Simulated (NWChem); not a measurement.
SnHBr2F; SMILES [F][SnH]([Br])[Br]

```xyz
5

Sn     0.6270     0.3107     0.0000
F      2.0248    -1.0180     0.0000
Br    -0.7276    -0.1174    -2.0137
Br    -0.7276    -0.1174     2.0137
H      1.3602     1.8463     0.0000
```
Atoms are numbered in this order, from 1.

All runs: NWChem. Medium grid unless said otherwise, to which SCAN and Minnesota functionals are sensitive. Geometry: optimised at PBE0/def2-SVP. Not confirmed as a minimum by frequencies. def2 effective core potentials on Sn; no spin-orbit coupling. Total energies of different functionals are on different scales.

```
level                                 energy (Ha)  highest occupied level (eV)  orbital gap (eV)  dipole (D)
------------------------------------  -----------  ---------------------------  ----------------  ----------
B3LYP/def2-SVP                         -5462.5806                        -8.44              5.71        2.30
PBE/def2-SVP                           -5461.5859                        -7.42              4.10        2.14
LDA (Slater exchange, PW92)/def2-SVP   -5454.3543                        -7.54              3.97        2.24
Hartree-Fock/def2-SVP                  -5457.6045                       -11.80             12.98        2.72
PW91/def2-SVP                          -5462.8022                        -7.46              4.07        2.15
PW6B95/def2-SVP                        -5464.9515                        -8.81              6.36        2.37
OLYP/def2-SVP                          -5464.1119                        -7.27              4.16        2.17
r2SCAN0/def2-SVP                       -5462.4345                          ___               ___         ___
```

Question: Fill in the missing entries.

Answer: 
- r2SCAN0/def2-SVP, highest occupied level (eV): -9.06
- r2SCAN0/def2-SVP, orbital gap (eV): 6.60
- r2SCAN0/def2-SVP, dipole (D): 2.48
